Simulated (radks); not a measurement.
Spherical quantum dot in the effective-mass picture: electrons in a parabolic well V = omega^2 r^2 / 2 with omega = 0.334, with a point charge +2 (a donor) at the centre, all in effective atomic units (hartree* = m*/eps^2 hartree, bohr* = eps/m* bohr), one dielectric constant everywhere. Method: non-relativistic Kohn-Sham, LDA (Slater exchange, Perdew-Wang correlation), spin-polarised, spherical densities; computed with a radial shooting solver with Libxc functionals. Levels are named by radial order and angular momentum (1s, 1p, 1d, 2s, ...), and open shells are averaged over m.

N = 43, configuration 1s2 1p6 1d10 2s2 1f14 2p6 1g(up 1, down 0) 3s2. This is the lowest configuration that the search found. Occupied and some empty levels:

level    occupation  eigenvalue (hartree*)  <r> (bohr*)
1s down           1                 7.8974        1.063
1s up             1                 7.8976        1.064
2s up             1                 8.2691        4.980
2s down           1                 8.2715        4.967
1p up             3                 8.3027        5.074
1p down           3                 8.3052        5.060
1d up             5                 8.3914        5.597
1d down           5                 8.3944        5.590
1f up             7                 8.4961        5.965
1f down           7                 8.4994        5.962
3s up             1                 8.5458        4.927
3s down           1                 8.5475        4.933
2p up             3                 8.5603        4.736
2p down           3                 8.5618        4.741
1g up             1                 8.6164        6.265
1g down           0                 8.6198        6.265
2d up             0                 8.7119        5.329
2d down           0                 8.7137        5.330
1h up             0                 8.7509        6.525
1h down           0                 8.7543        6.526
2f up             0                 8.8645        5.758
2f down           0                 8.8664        5.757
3p up             0                 8.8872        5.060
3p down           0                 8.8887        5.063

Energy (hartree*): total 208.918, kinetic 12.942, external 50.513, Hartree 156.59, exchange-correlation -11.128.
